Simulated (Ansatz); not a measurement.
Born–Oppenheimer molecular dynamics of Cl$_{3}$FH$_{4}$OSi (10 atoms, charge 0, multiplicity 1). It starts from a rough guess of a transition structure, not a stationary point.

Method: Ansatz 0.2.0, UKS B3LYP-D4/STO-3G.

| Item | Value |
| --- | --- |
| ensemble | NVE (velocity Verlet) |
| time step | 0.5 fs |
| steps asked | 150 |
| starting velocities drawn for | 600 K |
| seed | 930476 |

First frame:

```xyz
10
Properties=species:S:1:pos:R:3
Si -0.549 -0.915 -0.349
H -0.663 0.173 1.173
Cl -0.122 -1.644 -2.218
Cl 0.366 -2.289 0.834
Cl -2.559 -0.693 -0.493
H 0.863 1.440 0.223
O 0.685 0.683 -0.785
H -0.181 0.970 1.485
F 0.651 1.834 1.338
H 1.508 0.441 -1.208
```

(1) How far do the bonds stretch over the last three quarters of this one trajectory? (Pairs bonded in most of those frames.)

## Answers

(1) 
| bond | mean (Å) | spread (Å) | shortest | longest |
| --- | --- | --- | --- | --- |
| Si1–H2 | 1.527 | 0.099 | 1.37 | 1.78 |
| Si1–Cl3 | 2.235 | 0.078 | 2.13 | 2.34 |
| Si1–Cl4 | 2.151 | 0.072 | 2.07 | 2.26 |
| Si1–Cl5 | 2.181 | 0.058 | 2.11 | 2.27 |
| Si1–O7 | 1.845 | 0.088 | 1.69 | 1.95 |
| H6–O7 | 1.111 | 0.068 | 0.96 | 1.24 |
| O7–H10 | 1.030 | 0.060 | 0.93 | 1.11 |
| H8–F9 | 1.020 | 0.044 | 0.94 | 1.09 |

Mean temperature of the second half: 1162 K. The conserved energy stayed within 0.71 meV per atom of its start (net change 0.062 meV per atom), so the integration is sound. The system heated up, since it started high on the potential surface and ran downhill. A run of 0.075 ps of so small a system gives no equilibrium averages. The orbitals stay closed-shell, which can raise the energy where a bond breaks towards radicals; this wasn't checked here. Limits of this set-up: minimal basis.

Run time: 9.6 min on 1 thread of Intel(R) Xeon(R) Platinum 8488C (Sapphire Rapids), with other jobs on the host, peak memory 0.22 GiB.
